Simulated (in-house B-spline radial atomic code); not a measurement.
Results of a calculation; reference values are marked as such.
## Softness against transferability: the 5s channel of Sr

Sr, [Kr] 5s2, non-relativistic PBE, spherical and spin-unpolarised, from a B-spline radial code for spherical atoms (atomic units). The all-electron 5s level is ε = -0.127843 hartree, its outermost node lies just inside 1.71 bohr and its outer maximum at 3.76 bohr.

Troullier-Martins pseudo-orbitals are made for several radii. The cutoffs (hartree) are the plane-wave energies beyond which the orbital holds less than the named kinetic energy per electron. The phase error is the difference, pseudo minus all-electron, of arctan(R P'/P) at R = 3.9 bohr for all radii, half a hartree below and above the level.

| r_c (bohr) | V_l(0) (hartree) | cutoff for 10 mEh | for 1 mEh | for 0.1 mEh | phase error at ε − 0.5 (mrad) | at ε + 0.5 (mrad) |
| --- | --- | --- | --- | --- | --- | --- |
| 2.82 | -0.82 | 0.871 | 4.15 | 9.5 | -4.0 | -84.5 |
| 3.27 | 0.58 | 0.769 | 1.55 | 4.15 | -2.9 | -23.9 |
| 3.6 | 0.66 | 0.819 | 1.48 | 4.03 | -2.9 | -22.6 |

Q: Which radius needs the lowest cutoff for 0.1 mEh while both phase errors stay within 24.0 mrad?

A: The radii within that limit are 3.27, 3.6 bohr; of these r_c = 3.6 needs the least, 4.03 hartree, that is 8.06 Ry or 110 eV.

Q: What does the larger radius buy, and what does it cost?

A: From r_c = 2.82 to 3.6 bohr the cutoff for 1 mEh goes from 4.15 to 1.48 hartree, a factor of 2.80, against 1.63 for a pure 1/r_c² scaling, end to end; step by step it is 4.15, 1.55, 1.48, and for 0.1 mEh 9.5, 4.15, 4.03; the number of plane waves goes as the cutoff to the power 3/2, here a factor of 4.7. The larger of the two phase errors is least at r_c = 3.6 bohr, 22.6 mrad; it is 84.5 at the smallest radius and 22.6 at the largest, so in this scan the atom's own scattering shows no cost of a large radius. These errors test the reference atom alone. The smallest radius lies well inside the outer maximum, where the nodeless form must bend sharply to keep the norm, so it is both harder and scatters less well than the next. Large radii also let the cores of neighbours overlap, which an atom doesn't show.
